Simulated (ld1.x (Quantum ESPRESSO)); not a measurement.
## Before and after: TM potential for Mo (Z = 42)

Mo, norm-conserving Troullier–Martins (Kleinman–Bylander form), made with ld1.x (Quantum ESPRESSO) 7.5 (Wu–Cohen, scalar-relativistic). Core [Ar] 3d10, reference 4s2 4p6 4d5 5s1 5p0. Waves: 4s (bound): rc 1.55 bohr; 4p (bound): rc 1.40 bohr; 4d (bound): rc 1.55 bohr. Local part: the d channel. Core correction: none.

Occupied shells without a wave of their own: 5s. They enter only through the test configuration that unscreens the potential.

Change: core correction a·sin(br)/r model core inside 0.74 bohr (5s counted twice).

Cutoffs: the cutoffs (Ry, on a coarse ladder) from which the occupation-weighted sum of valence levels, in a spherical-Bessel basis at the reference potential, stays within 10 and 1 mRy of its value at 400 Ry; they do not see the model core or the augmentation charge, which bear on the density cutoff. Errors are all-electron minus pseudo energies relative to the spin-unpolarised reference configuration.

Q: What does the change do?

A: The potential gets neither clearly harder nor softer (70 Ry and 110 Ry → 70 Ry and 110 Ry); of the 7 tests that both files solve, the error grows in 4 and shrinks in 0 by more than 15 % and 0.3 meV (median size 156.6 → 305.4 meV); neither file shows a bound ghost. In the changed file ld1.x takes every shell without a wave as core, so the model core holds the 5s electrons as well and exchange and correlation see them twice. This cancels in the reference configuration, but the file is broken for other ones, and its errors say nothing about a proper core correction. A model core, the more so a compact one, raises the density cutoff, which this test does not measure.

```tsv
quantity	base	changed
cutoff, loose	70 Ry	70 Ry
cutoff, tight	110 Ry	110 Ry
bound ghosts	none	none
largest miss of a reference level, eV	0.12	0.12
error for 4s2 4p6 4d5 5s0 5p0, meV [ΔE 6.89 eV]	-157	-305
error for 4s2 4p6 4d4 5s0 5p0, meV [ΔE 22.34 eV]	-239	-605
error for 4s2 4p6 4d3 5s0 5p0, meV [ΔE 49.07 eV]	-337	-929
error for 4s2 4p6 4d4 5s2 5p0, meV [ΔE 0.16 eV]	+147	+130
error for 4s2 4p6 4d5.5 5s0.5 5p0, meV [ΔE 0.29 eV]	-54	-58
error for 4s2 4p6 4d2 5s0 5p0, meV [ΔE 88.55 eV]	-442	-1230
error for 4s2 4p6 4d6 5s0 5p0, meV [ΔE 0.77 eV]	-99	-113
s: phases at 1.70 bohr within 0.05 rad from the reference energy up to (Ry; the scan ends near 5)	1.4	1.4
p: phases at 1.70 bohr within 0.05 rad from the reference energy up to (Ry; the scan ends near 5)	to the end of the scan	to the end of the scan
d: phases at 1.70 bohr within 0.05 rad from the reference energy up to (Ry; the scan ends near 5)	to the end of the scan	to the end of the scan
```

Base: The 5s level has no wave, so the channel is fitted at the deeper level alone: the likely source of the large errors.
